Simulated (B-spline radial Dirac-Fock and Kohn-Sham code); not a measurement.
**Pb 3p3/2: cross section and angular parameters**

System: atomic lead, configuration [Xe] 4f14 5d10 6s2 6p2; threshold 3066.0 eV (tabulated edge). Level of theory: Dirac-Hartree-Slater photoionisation with a Latter tail; cross sections with all multipoles, angular parameters from the dipole term and its interference with E2; an atomic code on a B-spline grid.

For linearly polarised light dσ/dΩ = σ/(4π) [1 + β P₂(cos θ) + (δ + γ cos²θ) sin θ cos φ], with θ from the polarisation vector and φ the angle between the beam and the projection of the electron momentum on the plane normal to the polarisation.

```
hν (eV)  σ (kb)      β      γ      δ
   4000    66.7  1.304  0.247  0.039
   4220    60.7  1.376  0.173  0.027
   5850       ?      ?      ?      ?
   7940    17.2  1.686  0.069  0.022
 8047.8    16.7  1.688  0.081  0.022
   9210    12.3  1.700  0.228  0.026
 9251.7    12.2  1.701  0.233  0.026
  11700    7.06  1.703  0.571  0.034
  12000    6.64  1.702  0.613  0.035
  12500    6.02  1.700  0.682  0.036
```

**Question.** Give the values at 5850 eV.

**Answer.** σ = 32.7 kb, β = 1.608, γ = -0.066, δ = 0.013.

Values without a named source are computed, but for edge energies of neutral atoms, which are taken from tables.
